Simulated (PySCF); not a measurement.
Species: C₃H₉AlO₂S.
Cartesian coordinates in Å at the PBE0-D3(BJ)/def2-SVP level; atoms count from 1:
```xyz
16
C3H9AlO2S angstrom
C     -1.8034    1.1529   -0.5687
S     -0.7229   -0.2924   -0.6347
Al    -0.9047   -0.9613    1.7685
C      0.8820    0.5561   -0.6849
C      2.0472   -0.3888   -0.8534
O      3.0674   -0.0944   -1.4090
O      1.8159   -1.5688   -0.2802
H     -1.5819    1.7600    0.3208
H     -2.8297    0.7709   -0.4965
H     -1.6884    1.7435   -1.4878
H     -2.4898   -0.7122    1.8491
H     -0.3635   -2.4595    1.8434
H      0.0336    0.2422    2.2887
H      1.0171    1.1007    0.2658
H      0.8956    1.2692   -1.5199
H      2.6064   -2.1205   -0.3907
```

Level: CAM-B3LYP/def2-SVPD in PySCF, non-relativistic, on one gas-phase PBE0-D3(BJ)/def2-SVP geometry that isn't relaxed in the solvent. The solvent is an IEF-PCM continuum (Bondi radii, 1.10 Å for H, scaled by 1.2), and excitations are vertical TDDFT with non-equilibrium linear response and a frozen core. The model holds no explicit solvent molecules, cavitation or dispersion.

Gas-phase singlets (H = HOMO, L = LUMO):

```tsv
state	E (eV)	λ (nm)	f	leading configurations
S1	5.877	211	0.000	H-3→L 66%, H-3→L+2 16%
S2	6.341	196	0.005	H-2→L 34%, H-2→L+1 14%
S3	6.611	188	0.003	H→L 23%, H→L+3 20%
S4	6.669	186	0.006	H-1→L 38%, H-1→L+3 16%
S5	7.027	176	0.008	H→L 19%, H-1→L 16%
```

Problem. What are the lowest 5 singlets in acetone (ε = 20.49)?

Solution. 
```tsv
state	E (eV)	λ (nm)	f	leading configurations	change by rank (eV)
S1	6.006	206	0.001	H-3→L 61%, H-3→L+3 13%	+0.129
S2	6.416	193	0.007	H→L 42%, H→L+3 12%	+0.075
S3	6.905	180	0.002	H-1→L 41%, H-1→L+1 36%	+0.294
S4	6.938	179	0.024	H→L+1 25%, H-2→L+1 22%	+0.269
S5	7.101	175	0.019	H→L 28%, H→L+2 16%	+0.074
```

Problem. The ground-state energy changes by -0.542 eV from gas to acetone. By how much does the total energy of gas-phase S1 change?

Solution. E(S1) = E(S0) + excitation energy, so it changes by -0.542 + 0.129 = -0.413 eV: it is lowered less than the ground state, which is what a blue shift means. This is the vertical state, with the slow part of the continuum still set for S0.

Problem. How do the frontier levels move from gas to acetone?

Solution. 
```
orbital  gas (eV)  solvent (eV)  change (eV)                     Löwdin shares, gas                Löwdin shares, solvent
 LUMO+2      0.74          1.00        +0.26      S2 34 %, C1 12 %, C5 9 %, H10 8 %    Al3 31 %, S2 15 %, O7 13 %, C5 9 %
 LUMO+1      0.59          0.93        +0.34     S2 25 %, O7 17 %, C5 11 %, H16 9 %    Al3 34 %, S2 20 %, C5 8 %, H12 6 %
   LUMO      0.33          0.61        +0.28     C5 24 %, O6 19 %, S2 16 %, C4 11 %    C5 24 %, O6 18 %, S2 14 %, C4 10 %
   HOMO     -9.05         -9.24        -0.19   Al3 37 %, H12 30 %, H11 22 %, S2 5 %   S2 49 %, Al3 15 %, H13 10 %, C1 6 %
 HOMO-1     -9.15         -9.42        -0.27  Al3 36 %, H13 35 %, H11 16 %, H12 5 %          Al3 36 %, H11 31 %, H13 24 %
 HOMO-2     -9.60         -9.53        +0.07     S2 52 %, Al3 12 %, H12 7 %, C1 7 %  H12 36 %, Al3 31 %, S2 10 %, H13 6 %
 HOMO-3    -10.41        -10.25        +0.16       O6 64 %, O7 10 %, C5 9 %, C4 8 %      O6 62 %, O7 10 %, C5 9 %, C4 8 %
```

The HOMO–LUMO gap goes from 9.39 to 9.85 eV. Rows go by rank; for HOMO-2, HOMO-1, HOMO, LUMO, LUMO+1 and LUMO+2 the atom shares or the degeneracy differ between the runs, so the row needn't follow one orbital.
